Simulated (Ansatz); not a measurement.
Relaxation of CH$_{6}$BOSi (10 atoms, charge 1, multiplicity 1), to a largest force component of 0.015 eV/Å in at most 40 steps.

The calculation used RKS PBE0-D4/STO-3G (Ansatz).

```xyz
10
Properties=species:S:1:pos:R:3
B -0.728 0.794 -1.444
C 0.064 0.468 -0.369
O 1.258 1.001 0.282
Si -0.628 -1.026 0.711
H -1.515 0.869 -2.269
H 1.775 1.542 -0.349
H 1.799 0.252 0.620
H 0.442 -1.956 1.005
H -1.762 -1.534 -0.056
H -1.107 -0.229 1.861
```

Where does it end, and by what steps?

It converged. Limits of this set-up: minimal basis, the dipole of an ion depends on the origin. After 13 steps the energy has fallen by 0.391 eV; H7 moved furthest, 0.54 Å.

```csv
step,energy less start (eV),largest force component (eV/Å),accepted
0,0.0000,2.022,yes
1,-0.2934,0.845,yes
2,-0.3579,0.317,yes
3,-0.3747,0.364,yes
4,-0.3624,1.246,no
5,-0.3861,0.133,yes
6,-0.3895,0.044,yes
7,-0.3874,0.411,no
8,-0.3900,0.143,yes
9,-0.3908,0.065,yes
10,-0.3909,0.060,yes
11,-0.3911,0.037,yes
12,-0.3911,0.049,no
13,-0.3912,0.011,yes
```

```xyz
10
Properties=species:S:1:pos:R:3
B -0.598 0.650 -1.430
C 0.080 0.344 -0.281
O 1.301 0.973 0.284
Si -0.746 -0.978 0.782
H -1.293 0.792 -2.356
H 1.538 1.845 -0.183
H 2.112 0.362 0.200
H 0.222 -2.037 0.957
H -1.878 -1.403 -0.010
H -1.138 -0.367 2.030
```

The run took 29 s on 1 CPU thread of a shared host.
